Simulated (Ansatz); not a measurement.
Geometry optimisation, UKS PBE/def2-SVP (Ansatz 0.2.0).

The input (input.yaml):

```yaml
crystal:
  periodic: [false, false, false]
  atoms:
    - { symbol: W, position_ang: [0.457474, 0.000343, 0.678154] }
    - { symbol: H, position_ang: [-1.273566, 0.002255, 1.072224] }
    - { symbol: F, position_ang: [2.348187, 0.006056, 0.724697] }
    - { symbol: H, position_ang: [-0.176256, 1.517973, 0.23594] }
    - { symbol: H, position_ang: [-1.339255, -0.005844, 0.20419] }
    - { symbol: H, position_ang: [-0.170686, -1.519489, 0.235721] }
    - { symbol: H, position_ang: [-0.528439, 0.002187, -0.755229] }
    - { symbol: C, position_ang: [0.18187, -0.001676, 2.838525] }
    - { symbol: H, position_ang: [-0.360446, -0.871271, 3.261104] }
    - { symbol: H, position_ang: [1.252302, -0.058743, 3.135262] }
    - { symbol: H, position_ang: [-0.261085, 0.928108, 3.250913] }
magnetization:
  spin_polarized: true
  initial_magnetization: 1
basis:
  gaussian: { orbitals: def2-SVP }
hamiltonian:
  xc: pbe
relax:
  f_tol: 0.03
  max_steps: 50
```

Run as:

```bash
$ ansatz run input.yaml --threads 4 --pin off --max-ram 5120MiB --backend cpu --events-out ev --progress --plain --runs-dir out
```

Problem. Where does it end, and by what steps?

Solution. It converged. After 5 steps the energy has fallen by 0.185 eV; H5 moved furthest, 0.20 Å.

```csv
step,energy less start (eV),largest force component (eV/Å),accepted
0,0.0000,1.640,yes
1,-0.1264,0.848,yes
2,-0.1700,0.374,yes
3,-0.1793,0.179,yes
4,-0.1843,0.045,yes
5,-0.1847,0.013,yes
```

```xyz
11
Properties=species:S:1:pos:R:3
W 0.540 0.002 0.657
H -1.309 0.006 1.241
F 2.420 0.008 0.569
H -0.123 1.512 0.237
H -1.367 -0.005 0.401
H -0.117 -1.513 0.246
H -0.456 0.000 -0.744
C 0.129 -0.003 2.769
H -0.429 -0.872 3.177
H 1.175 -0.060 3.154
H -0.331 0.923 3.175
```

Whether the end is a true minimum wasn't checked by a vibrational analysis.

Run time: 14 s on 4 threads of Arm Neoverse V2, on a shared host, peak memory 0.17 GiB.
